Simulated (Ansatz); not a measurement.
Total energies of `c1sc(-c2sc(-c3scc4c3OCCO4)c3c2OCCO3)c2c1OCCO2` from Ansatz at PBE0-D4/def2-TZVP, gas phase (1 Eh = 27.2114 eV = 2625.5 kJ/mol). The reference geometry is relaxed at r2SCAN-D4/def2-SVP.

```csv
state,geometry,energy (Eh)
charge 0 singlet,reference,-2339.01935
charge 1 doublet,reference,-2338.79402
charge -1 doublet,reference,-2339.02336
free C atom (triplet),–,-37.80537
free S atom (triplet),–,-397.97371
free O atom (triplet),–,-75.01860
free H atom (doublet),–,-0.50104
```

Single mean-field runs in def2-TZVP are fitted with def2-universal-jkfit.

(1) Work out the vertical ionisation energy to the doublet.

(2) Work out the vertical electron affinity, to the doublet.

(3) Give the fundamental gap IE − EA, the Mulliken electronegativity (IE + EA)/2 and the hardness (IE − EA)/2.

(4) What is the binding energy per atom against free atoms?

(1) E(charge 1 doublet) − E(charge 0 singlet) = -2338.79402 − (-2339.01935) = 0.22533 Eh = 6.13 eV. For comparison, −ε of the highest occupied level is 4.93 eV at this level, 1.20 eV less.

(2) E(charge 0 singlet) − E(charge -1 doublet) = -2339.01935 − (-2339.02336) = 0.00401 Eh = 0.11 eV. The basis lacks diffuse functions, which makes affinities too small.

(3) From the values in Eh: IE − EA = 0.22533 − 0.00401 = 0.22132 Eh = 6.02 eV; (IE + EA)/2 = 3.12 eV; (IE − EA)/2 = 3.01 eV. The HOMO–LUMO gap of the same run is 3.71 eV, 2.31 eV smaller than the fundamental gap.

(4) Atoms: 18 × (-37.80537) + 3 × (-397.97371) + 6 × (-75.01860) + 14 × (-0.50104) = -2331.54395 Eh. Binding: -2331.54395 − (-2339.01935) = 7.47540 Eh = 203.42 eV, or 4.96 eV for each of 41 atoms (no zero-point energy, no counterpoise term).

At PBE0-D4/def2-TZVP the highest occupied level of the charge -1 doublet lies above zero (up to 1.09 eV). By energy differences its removal costs 0.11 eV (vertical, to the charge 0 singlet, at PBE0-D4/def2-TZVP); self-interaction error and the lack of diffuse functions both raise the level.
